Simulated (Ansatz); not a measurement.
Two isomers of ClH7N2Si2: A = `N[SiH2]N[SiH2]Cl`, B = `N[Si](N)([SiH3])Cl`.

Computed with Ansatz on PBE0-D4/def2-TZVP structures; ΔE is electronic, products minus reactants. CCSD(T)/CBS adds triple-zeta CCSD(T) − MP2 to the extrapolated MP2 energy (def2 sets, frozen cores). Functionals use def2-TZVPP. B3LYP here is the variant with VWN-RPA as its local correlation; programs differ in this. One conformer a species, not always the lowest.

Problem. Which isomer does CCSD(T)/CBS put lower? Give the gap. (Best estimate.)

Solution. Ansatz gave: A, by 13.0 kcal/mol.

Problem. Give E(B) − E(A) in kcal/mol with CCSD/def2-TZVPP, PBE-D4, MP2/def2-TZVPP, B3LYP-D4, B3LYP, ωB97M-V, B2PLYP. (Estimate.)

Solution. Computed: CCSD/def2-TZVPP 13.9, PBE-D4 7.5, MP2/def2-TZVPP 14.8, B3LYP-D4 11.9, B3LYP 12.6, ωB97M-V 13.4, B2PLYP 13.7. None reverses the order clearly.

Largest T1 diagnostic: 0.011.

From PBE to PBE0 (25 % exact exchange), in def2-TZVPP and without D4, E(B) − E(A) moves by +1.7 kcal/mol. In def2-TZVPP, CCSD(T) changes the Hartree–Fock value by −4.3 kcal/mol (the triples alone add −0.7 kcal/mol) and MP2 by −2.7 kcal/mol.
